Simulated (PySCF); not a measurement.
NMR data simulated for an unnamed compound:

1H NMR (300 MHz, computed): δ 4.05 (m, 2H), 1.63 (m, 4H), 1.11 (m, 4H), 0.99 (m, 3H).

13C{1H} NMR (computed): δ 33.4 (CH2), 17.9 (CH3), 8.6 (CH2).

Calculated, not measured (PySCF 2.14): GFN2-xTB structure, GIAO PBE0/pcSseg-1 shieldings. Averaged over atoms made equivalent by symmetry, fast rotation or ring inversion, no relativistic terms, no solvent model, one conformer.

Shifts are taken against calculated references (same method and geometry level): 1H (σref 31.72), 13C (σref 186.93) against TMS.

**Question.** Which of these does the molecule contain: a carboxylic acid, a Si–CH3 group, a non-aromatic C=C double bond, a Si–H bond?

**Answer.** 
- A carboxylic acid: no.
- A Si–CH3 group: no.
- A non-aromatic C=C double bond: no.
- A Si–H bond: yes (δH 4.05 (m)).

The data belong to SMILES CP1CC[SiH2]CC1, C₅H₁₃PSi; they needn't prove each group on their own.

Carbon signals by region: 3 below 50 ppm.

Splittings by 31P in the carbon and heteronuclear signals aren't shown, as no couplings were computed. Shifts are as computed. Against solution values, carbons near 30 ppm lie about +3 ppm off and those near 130 ppm about +5 ppm. Of 1211 compounds with measured shifts, 218 miss one by over three times the rms of a fit or turn the order of signals round; such compounds aren't used in these exercises. No couplings were computed; multiplicities are counted from neighbouring protons, with m where these are inequivalent, close in shift, in a saturated or five-membered ring or joined by F or P, and br s for small geminal =CH2 splittings.
